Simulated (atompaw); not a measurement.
**u(r) = r·R(r): atom against pseudo-atom (Dy)**

Columns: radius, all-electron u(r) and pseudo u(r) of the 5d shell (level -10.58 eV) of dysprosium in the configuration [Kr] 4d10 4f10 5s2 5p6 5d0 6s0.5 6p0; PBEsol, non-relativistic, PAW (atompaw) scheme, atompaw 4.2.0.5.

```json
{"r (bohr)": "0.113", "all-electron": "0.1676", "pseudo": "0.0006"}
{"r (bohr)": "0.227", "all-electron": "0.0497", "pseudo": "0.0044"}
{"r (bohr)": "0.340", "all-electron": "-0.1810", "pseudo": "0.0146"}
{"r (bohr)": "0.454", "all-electron": "-0.2720", "pseudo": "0.0334"}
{"r (bohr)": "0.567", "all-electron": "-0.2244", "pseudo": "0.0623"}
{"r (bohr)": "0.681", "all-electron": "-0.1032", "pseudo": "0.1020"}
{"r (bohr)": "0.794", "all-electron": "0.0399", "pseudo": "0.1514"}
{"r (bohr)": "0.908", "all-electron": "0.1800", "pseudo": "0.2098"}
{"r (bohr)": "1.021", "all-electron": "0.3025", "pseudo": "0.2736"}
{"r (bohr)": "1.135", "all-electron": "0.4057", "pseudo": "0.3412"}
{"r (bohr)": "1.248", "all-electron": "0.4875", "pseudo": "0.4079"}
{"r (bohr)": "1.362", "all-electron": "0.5510", "pseudo": "0.4715"}
{"r (bohr)": "1.475", "all-electron": "0.5975", "pseudo": "0.5281"}
{"r (bohr)": "1.588", "all-electron": "0.6300", "pseudo": "0.5758"}
{"r (bohr)": "1.702", "all-electron": "0.6510", "pseudo": "0.6132"}
{"r (bohr)": "1.815", "all-electron": "0.6621", "pseudo": "0.6389"}
{"r (bohr)": "1.929", "all-electron": "0.6653", "pseudo": "0.6536"}
{"r (bohr)": "2.042", "all-electron": "0.6620", "pseudo": "0.6580"}
{"r (bohr)": "2.156", "all-electron": "0.6536", "pseudo": "0.6537"}
{"r (bohr)": "2.269", "all-electron": "0.6413", "pseudo": "0.6427"}
{"r (bohr)": "2.383", "all-electron": "0.6257", "pseudo": "0.6270"}
{"r (bohr)": "2.496", "all-electron": "0.6080", "pseudo": "0.6085"}
{"r (bohr)": "2.610", "all-electron": "0.5884", "pseudo": "0.5885"}
{"r (bohr)": "2.723", "all-electron": "0.5678", "pseudo": "0.5678"}
{"r (bohr)": "2.837", "all-electron": "0.5462", "pseudo": "0.5462"}
{"r (bohr)": "2.950", "all-electron": "0.5244", "pseudo": "0.5244"}
```

(1) How many radial nodes do the two functions have?

(2) At about which radius was the pseudo-wave matched?

(3) Is the pseudo-wave norm-conserving?

Answers

(1) The all-electron 5d function has n − l − 1 = 2; the pseudo-wave has 0, since the states of the same l below it are removed with the core.

(2) 2.70 bohr, where the columns begin to agree (steps of 0.11 bohr).

(3) No, it belongs to a PAW set: the norm inside the radius is not constrained, and the difference is carried by the augmentation charge.
